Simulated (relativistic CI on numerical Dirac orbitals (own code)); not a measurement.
**What each ingredient does to the levels of Er26+**

Base calculation: Dirac-Coulomb-Breit CI, KLI orbitals optimised for each configuration, a model potential for QED, unscaled Slater integrals.

Configuration list (outside the closed core [Ar] 3d10): 4s2 4p6 4d6, 4s2 4p5 4d7, 4s2 4p6 4d5 4f, 4s 4p6 4d7, 4s2 4p5 4d6 4f, 4s 4p6 4d6 4f, 4s2 4p6 4d5 5s, 4s2 4p6 4d5 5p, 4s2 4p6 4d4 4f 5s, 4s2 4p6 4d5 5d, 4s2 4p5 4d6 5s, 4s2 4p6 4d4 5s 5p, 4s2 4p6 4d5 5f, 4s2 4p6 4d5 6s, 4s 4p6 4d6 5s, 4p6 4d7 5p, 4p6 4d8, 4p5 4d9, 4p5 4d8 4f, 4s2 4p6 4d4 5s2, 4s2 4p6 4d3 4f 5s2, 4s2 4p5 4d4 4f 5s2, 4s 4p6 4d4 4f 5s2. Double excitations out of closed p, d and f shells are left out; levels of such configurations are missing from the list, as are those of other unlisted configurations, and high levels can miss mixing partners. These lack a partner that the ground configuration has and come out too high: 4s2 4p5 4d6 5s.

Variants: (1) valence Slater integrals scaled by 0.9; (2) only the first configuration; (3) non-relativistic limit. Shifts of the energy above 4s2 4p6 4d6 5D_4, in cm⁻¹, for the lowest level and the first level of each name with at least 55 % of one term (blank where a level changes its place among those of its configuration and J or its character, or is not in the variant):

```
            Level     Base   Δ(1)   Δ(2)     Δ(3)
 4s2 4p6 4d6 5D_4        0      0      0        0
 4s2 4p6 4d6 5D_3    62408  +1946   +165   -62408
 4s2 4p6 4d6 5D_1    76305   +699   -811   -76305
 4s2 4p6 4d6 3H_6    95970  -2100  +3469   -45226
 4s2 4p6 4d6 3G_5    96240  -2230  +2388         
 4s2 4p6 4d6 3P_0   152295                 -91211
 4s2 4p6 4d6 3H_5   179344  -2127  +2151         
 4s2 4p6 4d6 1I_6   190436  -3317  +3514  -113816
 4s2 4p6 4d6 3P_1   213245  -6496   +738         
 4s2 4p6 4d6 1G_4   218068  -6713  +1120  -130361
4s2 4p5 4d7 5G°_6  1175991  +7976          -93390
4s2 4p5 4d7 3D°_3  1203200  +5507                
4s2 4p5 4d7 5G°_5  1259857  +7550                
4s2 4p5 4d7 3H°_6  1283229  +4726         -151400
```

At this charge energies of transitions that change n are usually good to better than 1 %, and those within a shell (Δn = 0) to a few per cent. Terms inside the open d or f shell come out 10 to 20 % too wide with unscaled integrals.

Ionisation energy from the two ground configurations alone: base 943.232 eV. The NIST ASD value (theoretical) is 943 eV.

LS names give the leading component of a level, which can be under half, so a name can repeat, a term be missing and a line seem to break the LS rules.
